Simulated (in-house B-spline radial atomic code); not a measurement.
Values are calculated unless marked as measured or tabulated.
**C6 from the polarisability at imaginary frequency: Al³⁺**

LC-wPBE linear response of the closed shell [He] 2s2 2p6, from an all-electron radial atomic-structure program (B-spline basis); scalar-relativistic (spin-free one-electron X2C), finite nucleus, no spin-orbit coupling.

The dispersion coefficient of two like species is C6 = (3/π) ∫ α(iu)² du from 0 to ∞.

| u (hartree) | α(iu) (bohr³) |
| --- | --- |
| 0 | 0.2828 |
| 0.24 | 0.2818 |
| 0.56 | 0.2773 |
| 0.96 | 0.2673 |
| 1.6 | 0.2445 |
| 2.4 | 0.2114 |
| 3.6 | 0.1653 |
| 5.6 | 0.1102 |
| 8 | 0.0718 |
| 12 | 0.04018 |
| 20 | 0.01742 |
| 40 | 0.005037 |

Problem. Fit one oscillator, α(iu) = α(0)/(1 + u²/ω²), through u = 8 and estimate C6.

Solution. From α(0)/α(iu) − 1 = 0.2828/0.0718 − 1 = 2.9387, ω = u/√2.9387 = 4.6667 hartree (127.0 eV). London's formula gives C6 = (3/4) α(0)² ω = 0.75 × 0.2828² × 4.6667 = 0.2799 hartree·bohr⁶, and the oscillator holds f = α(0) ω² = 6.16 electrons, of a sum of oscillator strengths of 10.0.

Problem. How does that compare with the full integral?

Solution. The program's quadrature over all excitations gives C6 = 0.2645, so the single oscillator is off by +5.8 %. At the last point the fit gives α = 0.0038 against 0.00504: higher excitations, and deeper shells where there are any, keep the true curve higher at large u.
